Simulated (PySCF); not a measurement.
## SMILES [C@@H]1(/C=N/[H])[C@H]2CCC[C@@]12O, C7H11NO

Geometry:
```csv
atom,x (Å),y (Å),z (Å)
H1,3.067,2.336,0.615
N2,2.174,1.862,0.518
C3,2.205,0.758,-0.106
C4,0.997,-0.027,-0.286
C5,-0.323,0.704,-0.544
C6,-1.391,-0.093,-1.254
C7,-1.482,-1.414,-0.471
C8,-1.000,-1.097,0.951
C9,-0.090,0.106,0.798
O10,0.158,0.816,1.941
H11,3.120,0.312,-0.517
H12,1.138,-0.987,-0.762
H13,-0.256,1.768,-0.712
H14,-2.334,0.454,-1.192
H15,-1.165,-0.262,-2.308
H16,-2.495,-1.813,-0.471
H17,-0.835,-2.165,-0.927
H18,-1.829,-0.801,1.595
H19,-0.491,-1.941,1.417
H20,0.826,1.496,1.710
```

Method: GIAO HF/pcSseg-1 magnetisability, rotational g tensor and spin-rotation constants, non-relativistic, gas phase in PySCF. Geometry: GFN2-xTB.

Question: What are the magnetisability and the molar susceptibility?

Answer: Isotropic -1480 × 10⁻³⁰ J/T², or -89.1 × 10⁻⁶ cm³/mol; principal values -1569, -1481, -1389 × 10⁻³⁰ J/T², anisotropy 156 × 10⁻³⁰ J/T² (root of half the summed squared differences of the principal values). The susceptibility is in cgs units.

Question: Split it along the inertial axes a, b, c into diamagnetic and paramagnetic parts about the centre of mass, with the quadrupole moment.

Answer: 
| axis | χ (10⁻⁶ cm³/mol) | diamagnetic (10⁻⁶ cm³/mol) | paramagnetic (10⁻⁶ cm³/mol) | summed x² of all electrons (Å²) | quadrupole Θ (D Å) |
| --- | --- | --- | --- | --- | --- |
| a | -89.1 | -498.2 | 409.1 | 200.9 | +9.37 |
| b | -90.5 | -1025.7 | 935.2 | 76.5 | -8.77 |
| c | -87.7 | -1176.8 | 1089.1 | 40.9 | -0.60 |

Anisotropies 2χaa − χbb − χcc = +0.1 and 2χbb − χaa − χcc = -4.3 × 10⁻⁶ cm³/mol. Θ is traceless in Buckingham's convention.

Question: And the rotational g tensor?

Answer: 
| axis | rotational constant (GHz) | g | nuclear part | electronic part |
| --- | --- | --- | --- | --- |
| a | 3.2355 | -0.0179 | 0.6039 | -0.6218 |
| b | 1.3459 | +0.0002 | 0.5915 | -0.5913 |
| c | 1.1430 | -0.0039 | 0.5809 | -0.5848 |

Asymmetric top; isotopes 12C, 1H, 14N, 16O; no vibrational averaging.
